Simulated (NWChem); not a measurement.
Species: CH₃AlCl₂; SMILES [CH3][Al]([Cl])[Cl]

```xyz
7

Al     0.3452    -0.0010     0.0072
Cl    -0.7652    -1.7988    -0.0058
Cl    -0.7723     1.7927    -0.0055
C      2.2879     0.0102     0.0062
H      2.6850     0.8328     0.6347
H      2.6604     0.1772    -1.0269
H      2.7043    -0.9522     0.3639
```
Atoms are numbered in this order, from 1.

Computed with NWChem. Pople sets run with spherical d functions. Structure relaxed at the PBE-D3(BJ)/def2-SVP level. Vzz is the largest principal value of the second derivative of the potential at the nucleus (NWChem prints the opposite sign); η is the asymmetry. Non-relativistic.

```csv
level,Vzz Al1 (a.u.),η Al1,Vzz Cl3 (a.u.),η Cl3
B3LYP/def2-SVP,0.798,0.59,1.268,0.34
B3LYP/def2-TZVP,(withheld),0.60,(withheld),(withheld)
Hartree-Fock/6-31G*,0.858,0.66,1.243,0.36
Hartree-Fock/def2-SVP,0.901,0.63,1.216,0.29
```

### Question
What belongs in the gaps?

### Answer

- B3LYP/def2-TZVP, Vzz Al1 (a.u.): 1.025
- B3LYP/def2-TZVP, Vzz Cl3 (a.u.): 1.341
- B3LYP/def2-TZVP, η Cl3: 0.44
